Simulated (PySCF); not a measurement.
Compound: C5H6B3NO3.
SMILES: `B1OBOB(C2=CC=NC=C2)O1`

Method used: TDDFT B3LYP/def2-SVPD, vertical, gas phase, core orbitals frozen in the response (PySCF 2.14.0, density-fitted response routines). The structure is a single PBE0-D3(BJ)/def2-SVP conformer in the gas phase; no vibrational or solvent corrections. Torsions of this conformer, `[BH:1]1[O:2][BH:3][O:4][B:5]([c:6]2[cH:7][cH:8][n:9][cH:10][cH:11]2)[O:12]1`: O4–B5–C6–C7 179°.

Orbital energies (eV): HOMO-3 -9.50, HOMO-2 -8.34, HOMO-1 -7.59, HOMO -7.28, LUMO -2.14, LUMO+1 -1.03, LUMO+2 -0.82.

Computed singlets:

```json
{"state": "S1", "E (eV)": "4.02", "f": "0.0027"}
{"state": "S2", "E (eV)": "4.83", "f": "0.046"}
{"state": "S3", "E (eV)": "5.02", "f": "0.0000"}
{"state": "S4", "E (eV)": "5.79", "f": "0.182"}
{"state": "S5", "E (eV)": "5.85", "f": "0.0000"}
{"state": "S6", "E (eV)": "6.07", "f": "0.044"}
{"state": "S7", "E (eV)": "6.38", "f": "0.0000"}
{"state": "S8", "E (eV)": "6.48", "f": "0.0012"}
{"state": "S9", "E (eV)": "6.52", "f": "0.0042"}
{"state": "S10", "E (eV)": "6.59", "f": "0.0021"}
```

Problem. Which orbital pair leads each of S1, S2, S4, S5 and S6, and how does its energy difference Δε compare with the excitation energy?

Solution. 

```csv
state,leading configuration,weight,Δε (eV),E (eV),E − Δε (eV),f,other configurations
S1,HOMO→LUMO,0.98,5.14,4.02,-1.12,0.0027,–
S2,HOMO-1→LUMO,0.90,5.45,4.83,-0.63,0.046,–
S4,HOMO-2→LUMO,0.81,6.20,5.79,-0.41,0.182,H-1→L+1 (11%)
S5,HOMO→LUMO+1,0.64,6.25,5.85,-0.40,0.0000,H→L+2 (36%)
S6,HOMO-1→LUMO+1,0.76,6.56,6.07,-0.49,0.044,H-1→L+2 (20%)
```

E − Δε runs from -1.12 to -0.40 eV. Among themselves, these states come in the order of their orbital differences.

H and L stand for HOMO and LUMO. The other states: S3 5.02 eV, f 0.0000, H→L+2 (64%), H→L+1 (36%); S7 6.38 eV, f 0.0000, H-3→L (96%); S8 6.48 eV, f 0.0012, H-4→L (79%), H→L+4 (16%); S9 6.52 eV, f 0.0042, H→L+3 (92%); S10 6.59 eV, f 0.0021, H→L+4 (77%), H-4→L (17%).

Problem. Which computed triplets share their leading configuration (75% or more) with a singlet, and how far apart are the partners?

Solution. 

| configuration | triplet | E(T) (eV) | singlet | E(S) (eV) | E(S) − E(T) (eV) |
| --- | --- | --- | --- | --- | --- |
| HOMO→LUMO | T1 | 3.49 | S1 | 4.02 | +0.54 |
| HOMO-1→LUMO | T2 | 3.90 | S2 | 4.83 | +0.93 |

The 4 triplets are Tamm–Dancoff values, the singlets full response.

Summed over the main configurations (up to three a state, each over 8%) of all 10 singlets, the electron leaves HOMO with weight 4.83, HOMO-1 with weight 1.97, HOMO-4 with weight 0.96 and HOMO-3 with weight 0.96.
